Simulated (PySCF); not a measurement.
Constitutional and geometric isomers with formula CH6Si2. Isolated molecules, 0 K electronic values unless said otherwise. Strings in code marks are SMILES.

Quantity: vertical ionisation energy (energy after one electron is removed minus that of the parent at the parent's geometry), in eV.

A: `[SiH2]=C[SiH3]`
B: `C[SiH]=[SiH2]`
C: `C=[SiH][SiH3]`

Problem. Rank these by vertical ionisation energy (energy after one electron is removed minus that of the parent at the parent's geometry) (lowest first), as PBE-D3(BJ)/def2-TZVP (PySCF) gives it.

Solution. B (7.74 eV), C (8.57 eV), A (8.74 eV)
